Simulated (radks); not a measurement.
Results of a calculation; reference values are marked as such.
These are the eigenvalues of the occupied orbitals of an atom or ion with whole-number occupations (hartree). Code: a radial shooting solver on a logarithmic mesh with Libxc functionals. Model: Dirac Kohn-Sham, BLYP, spin-unpolarised, spherical densities, point nucleus.

1s1/2: -931.3244
2s1/2: -137.8032
2p1/2: -128.1300
2p3/2: -121.6833
3s1/2: -25.93664
3p1/2: -22.08920
3p3/2: -20.95171
3d3/2: -14.13708
3d5/2: -13.90797
4s1/2: -4.31588
4p1/2: -3.10104
4p3/2: -2.91120
4d3/2: -1.07180
4d5/2: -1.04910

Which element is it, and in what charge state? The configuration may be excited. Open shells, if any, are shared by 2j + 1.

Answer. Z = 47, silver, charge +2: Ag2+ in [Kr] 4d9. The list shows which subshells hold electrons but not how many an open one holds; the 1s level, -931.32 hartree, gives Z - s = 43.2 by -(Z - s)^2/2, which with screening and relativity narrows Z to a few neighbours, and the depths of the outer levels then fix element, charge and occupations together.
